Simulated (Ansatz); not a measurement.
Relaxation of BCl2H4NO (9 atoms, charge 0, multiplicity 1), to a largest force component of 0.03 eV/Å in at most 50 steps.

The calculation used RKS PBE-D4/def2-SVP in Ansatz.

```xyz
9
Properties=species:S:1:pos:R:3:forces:R:3
B -0.017 -0.157 0.015 -0.10 -0.44 0.20
O -0.017 -0.537 1.360 0.03 0.34 -0.35
H -0.932 -0.653 1.669 -0.01 -0.01 0.03
N 1.186 -0.109 -0.699 0.04 -0.05 0.05
H 2.079 -0.314 -0.252 0.01 0.03 -0.02
H 1.247 0.207 -1.663 0.00 0.02 -0.02
Cl -1.582 0.130 -0.819 0.04 0.00 0.02
Cl 0.271 2.720 1.048 0.09 -0.50 0.64
H 0.340 1.598 1.770 -0.08 0.61 -0.55
```

**Question.** Where does it end, and by what steps?

**Answer.** The run converged. The force dipped under the threshold on the way, but the program's further checks kept it going. After 18 steps the energy has fallen by 0.250 eV; Cl7 moved furthest, 1.65 Å.

| step | energy less start (eV) | largest force component (eV/Å) | accepted |
| --- | --- | --- | --- |
| 0 | 0.0000 | 0.640 | yes |
| 1 | -0.0501 | 0.963 | yes |
| 2 | -0.0999 | 0.988 | yes |
| 3 | -0.1342 | 0.361 | yes |
| 4 | -0.1472 | 0.326 | yes |
| 5 | -0.1554 | 0.124 | yes |
| 6 | -0.1622 | 0.068 | yes |
| 7 | -0.1715 | 0.307 | yes |
| 8 | -0.1808 | 0.462 | yes |
| 9 | -0.1929 | 0.551 | yes |
| 10 | -0.2137 | 0.438 | yes |
| 11 | -0.2401 | 0.117 | yes |
| 12 | -0.2419 | 0.065 | yes |
| 13 | -0.2479 | 0.039 | yes |
| 14 | -0.2479 | 0.177 | no |
| 15 | -0.2479 | 0.157 | no |
| 16 | -0.2488 | 0.029 | yes |
| 17 | -0.2495 | 0.073 | yes |
| 18 | -0.2500 | 0.030 | yes |

```xyz
9
Properties=species:S:1:pos:R:3
B -0.187 -0.280 -0.142
O -0.546 0.196 1.114
H -1.378 -0.188 1.441
N 0.977 0.188 -0.757
H 1.570 0.889 -0.304
H 1.281 -0.124 -1.677
Cl -1.248 -1.486 -0.942
Cl 1.567 2.261 1.905
H 0.540 1.429 1.791
```

Whether the end is a true minimum wasn't checked by a vibrational analysis.

Time of the run: 38 s on 2 threads of Arm Neoverse V1, on a shared host, peak memory 0.15 GiB.
